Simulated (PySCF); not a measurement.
Compound: 2-methylpyridine, C6H7N.
Cartesian coordinates in Å at the PBE0-D3(BJ)/def2-SVP level; atoms count from 1:
```xyz
14
C6H7N angstrom
C      2.2571   -0.3054    0.1963
C      0.7638   -0.2076    0.0947
C      0.1194    1.0394    0.0814
C     -1.2657    1.0851   -0.0133
C     -1.9730   -0.1136   -0.0924
C     -1.2464   -1.3012   -0.0723
N      0.0804   -1.3514    0.0180
H      2.7487    0.2069   -0.6459
H      2.6254    0.1637    1.1224
H      2.5543   -1.3613    0.1913
H      0.7068    1.9588    0.1448
H     -1.7896    2.0443   -0.0255
H     -3.0622   -0.1295   -0.1676
H     -1.7649   -2.2656   -0.1321
```

Theory: core-valence-separated Tamm–Dancoff BHandHLYP/aug-pcX-1 (pcseg-1 on H) in PySCF, non-relativistic, gas phase, PBE0-D3(BJ)/def2-SVP geometry. BHandHLYP without relativity tends to put these K edges a few eV too low, so spacings mean more than positions.

Task: List the nitrogen K-edge absorption lines.

Result: 
| E (eV) | f | core hole on | main final orbital |
| --- | --- | --- | --- |
| 396.54 | 0.0591 | N7 | LUMO (72 %) |
| 399.29 | 0.0000 | N7 | LUMO+1 (85 %) |
| 401.06 | 0.0007 | N7 | LUMO+2 (45 %) |
| 401.55 | 0.0002 | N7 | LUMO+3 (71 %) |
| 401.65 | 0.0039 | N7 | LUMO+2 (36 %) |
| 402.08 | 0.0005 | N7 | LUMO+6 (83 %) |
| 402.22 | 0.0002 | N7 | LUMO+8 (43 %) |

The first line with a tenth or more of the strongest one's intensity is at 396.54 eV (f = 0.059), with the hole on N7 (pyridine-type nitrogen). It is also the strongest listed.

Task: What does the C 1s absorption edge look like?

Result: 
```csv
E (eV),f,core hole on,main final orbital,polarisation
282.84,0.0558,C4,LUMO (77 %),normal to the local trigonal plane
283.03,0.0550,C3,LUMO (58 %),normal to the local trigonal plane
283.13,0.0593,C5,LUMO+1 (73 %),normal to the local trigonal plane
283.32,0.0706,C6,LUMO (52 %),normal to the local trigonal plane
283.49,0.0754,C2,LUMO+1 (76 %),normal to the local trigonal plane
284.78,0.0001,C5,LUMO (94 %),–
284.92,0.0005,C3,LUMO+1 (65 %),–
285.12,0.0037,C1,LUMO+1 (88 %),–
285.47,0.0096,C1,LUMO+2 (41 %),–
285.64,0.0001,C4,LUMO+1 (86 %),–
285.67,0.0050,C1,LUMO (92 %),–
285.85,0.0005,C6,LUMO+1 (62 %),–
285.86,0.0165,C5,LUMO+3 (40 %),in the local trigonal plane
285.90,0.0161,C3,LUMO+2 (66 %),in the local trigonal plane
285.94,0.0003,C2,LUMO (91 %),–
286.15,0.0189,C4,LUMO+2 (56 %),in the local trigonal plane
286.46,0.0277,C1,spread,–
286.65,0.0236,C1,LUMO+6 (55 %),–
286.85,0.0184,C6,LUMO+4 (39 %),in the local trigonal plane
286.92,0.0051,C1,spread,–
287.18,0.0013,C5,LUMO+4 (44 %),in the local trigonal plane
287.22,0.0003,C3,LUMO+3 (83 %),–
287.35,0.0026,C1,LUMO+8 (44 %),–
287.41,0.0045,C3,LUMO+4 (30 %),in the local trigonal plane
287.49,0.0012,C5,LUMO+5 (40 %),in the local trigonal plane
287.52,0.0023,C1,spread,–
287.54,0.0047,C3,LUMO+6 (68 %),normal to the local trigonal plane
```

The first line with a tenth or more of the strongest one's intensity is at 282.84 eV (f = 0.056), with the hole on C4 (aromatic CH carbon), polarised normal to the local trigonal plane: a 1s→π* resonance. The strongest listed is at 283.49 eV (f = 0.075; C2, 1s→π*).

Roots within 0.03 eV whose holes lie on the same, on equivalent or on shared atoms are summed into one line, and the highest roots are left out, as the search may have cut off their partners. Final orbitals are the ground state's empty Kohn–Sham orbitals. A dash: too weak, shared between unlike atoms, or no plane or axis to refer to.

Task: What length of transition dipole belongs to the line at 396.54 eV?

Result: From f = (2/3) ΔE |μ|² in atomic units, with ΔE = 14.572 Eh and f = 0.0591: |μ| = 0.078 au = 0.20 D.

The ionisation thresholds weren't computed; near and above them a finite basis only mimics Rydberg series and continuum.

The run took 20 s wall on one thread of an x86-64 server, on a shared host.
